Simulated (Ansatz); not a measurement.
Molecule: sum formula Si$_{2}$NH$_{4}$Cl$_{3}$ (charge 0, singlet). 
Geometry from a B3LYP-D3(BJ)/def2-TZVP (Ansatz, an electronic-structure program) optimisation:
```xyz
10

Si     2.6201    -0.6247     0.4986
N      1.2606    -0.3492    -0.5654
Si    -0.3336     0.0720    -0.1945
Cl    -0.8627     1.8824    -0.9902
Cl    -1.6750    -1.2960    -0.9145
Cl    -0.4829     0.1639     1.8414
H      3.7640    -0.9325    -0.3878
H      2.9183     0.5756     1.3077
H      2.3690    -1.7622     1.4083
H      1.4632    -0.4525    -1.5511
```
Charge 0, spin multiplicity 1.

Total electronic energies in hartree. Correlated levels leave the core frozen unless marked. Spin-orbit coupling is left out. Non-relativistic. CBS(X,Y): correlation extrapolated as X^-3; Hartree-Fock from the larger set.

| level | program | energy (Eh) |
|---|---|---|
| HF/STO-3G | Ansatz | -1991.23299 |
| B3LYP-D4/def2-TZVPD | Ansatz + dftd4 | -2017.15457 |
| LC-wPBE-D4/def2-TZVPD | Ansatz + dftd4 | -2016.47422 |
| B2PLYP-D3(BJ)/def2-TZVPD | Ansatz + dftd3 | -2016.38711 |
| MP2/cc-pV(D+d)Z | Ansatz | -2014.16032 |
| SCS-MP2/aug-cc-pV(D+d)Z | Ansatz | -2014.21645 |
| CCSD/6-31G | Ansatz | -2013.41127 |
| CCSD/cc-pwCVTZ | Ansatz | -2014.59191 |
| CCSD(T)/CBS(aug-cc-pV(T+d)Z,aug-cc-pV(Q+d)Z) | Ansatz | -2014.8035 |

Totals of different functionals don't rank their quality; only differences between species are comparable.
